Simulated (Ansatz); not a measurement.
Geometry optimisation, Ansatz 0.2.0, DFT PBE-D3(BJ), scalar-relativistic, plane waves, PAW.

input.yaml

```yaml
accuracy: low
crystal:
  lattice:
    - [6.810566, 0.0, 0.0]
    - [0.0, 6.810566, 0.0]
    - [0.0, 0.0, 6.810566]
  atoms:
    - { symbol: Cl, position: [0.2331472, 0.4652263, 0.3510631] }
    - { symbol: H, position: [0.1129684, 0.5302425, 0.2220227] }
    - { symbol: Cl, position: [0.2528671, 0.9876922, 0.4468585] }
    - { symbol: H, position: [0.2531153, 0.98665, 0.2589215] }
    - { symbol: Cl, position: [0.0198177, 0.3679757, 0.8672751] }
    - { symbol: H, position: [0.0911404, 0.3326546, 0.6970196] }
    - { symbol: H, position: [0.3841227, 0.3125344, 0.7720062] }
    - { symbol: H, position: [0.4189707, 0.3070469, 0.6696778] }
    - { symbol: H, position: [0.7802517, 0.9009268, 0.7887431] }
    - { symbol: H, position: [0.7595247, 0.9288966, 0.6862556] }
    - { symbol: H, position: [0.4550638, 0.8873996, 0.0180774] }
    - { symbol: H, position: [0.5527307, 0.843347, 0.0334442] }
basis:
  ecutwfc: 420.0
kpoints:
  mp_grid: { grid: [1, 1, 1] }
hamiltonian:
  xc: pbe
  dispersion: d3bj
scf:
  occupations: { method: fermi_dirac, width: 0.02 }
  lower_state_search: "off"
relax:
  f_tol: 0.3
  max_steps: 15
  adjacent_minimum: "off"
```

Run as:

```bash
$ ansatz run input.yaml --threads 1 --pin off --max-ram 3072MiB --backend cpu --events-out ev --progress --plain --runs-dir out
```

**Question.** Where does it end, and by what steps?

**Answer.** It converged. The threshold is loose, so the end isn't yet a minimum. The force dipped under the threshold on the way, but the program's further checks kept it going. Limits of this set-up: coarse k mesh, low accuracy level. After 13 steps the energy has fallen by 0.938 eV; Cl3 moved furthest, 1.52 Å.

```tsv
step	energy less start (eV)	largest force component (eV/Å)	accepted
0	0.0000	0.573	yes
1	-0.1775	0.197	yes
2	-0.2781	0.857	yes
3	-0.4206	0.615	yes
4	-0.5270	0.244	yes
5	-0.5270	0.245	yes
6	-0.6011	0.210	yes
7	-0.6529	0.313	yes
8	-0.7104	0.464	yes
9	-0.7573	0.511	yes
10	-0.7888	0.636	yes
11	-0.8368	0.395	yes
12	-0.8941	0.422	yes
13	-0.9380	0.299	yes
```

```xyz
12
Lattice="6.8106 0.0000 0.0000 0.0000 6.8106 0.0000 0.0000 0.0000 6.8106" Properties=species:S:1:pos:R:3
Cl 2.117 2.745 1.136
H 0.954 2.767 0.550
Cl 2.419 6.204 4.283
H 2.249 6.305 2.996
Cl -0.534 2.723 5.389
H 0.629 2.664 4.786
H 2.666 2.864 5.127
H 2.652 2.662 4.383
H 6.110 5.902 4.857
H 5.542 6.295 4.553
H 2.128 6.495 0.627
H 2.446 5.840 0.890
```

Whether the end is a true minimum wasn't checked by a vibrational analysis.

The run took 16 s on 1 thread of Arm Neoverse V1, with other jobs on the host, peak memory 0.34 GiB.
